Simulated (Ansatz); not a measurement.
Species: CH4B (charge 0, doublet). It need not be the lowest isomer of its formula. 
Structure (B3LYP-D3(BJ)/def2-TZVP (Ansatz, a quantum-chemistry and plane-wave program) minimum search):
SMILES: [BH]C
```xyz
6

B      0.9498    -0.0292    -0.1000
C     -0.5845    -0.0711    -0.0092
H      1.6916     0.7974     0.3331
H     -1.0420     0.9100    -0.1870
H     -1.0796    -0.8178    -0.6312
H     -0.8118    -0.3173     1.0407
```
Charge 0, spin multiplicity 2.

Atomisation energy built up term by term with Ansatz (kcal/mol; UHF references for open shells; valence terms freeze the core; atomic spin-orbit terms are left out). CBS(X,Y): correlation extrapolated as X^-3; Hartree-Fock from the larger set.

```csv
term,basis,kcal/mol
Hartree-Fock,def2-QZVPPD,380.14
CCSD correlation,"CBS(def2-TZVPPD,def2-QZVPPD)",92.17
(T),"CBS(def2-TZVPPD,def2-QZVPPD)",4.43
CCSDT - CCSD(T),cc-pVDZ,0.03
core correlation,cc-pwCVTZ,2.05
scalar relativity (X2C),cc-pVTZ-DK against cc-pVTZ,-0.25
sum: De,,478.6
```

(T) makes 0.9 % of the CCSD(T) atomisation energy; under 5 % is typical of single-reference molecules.
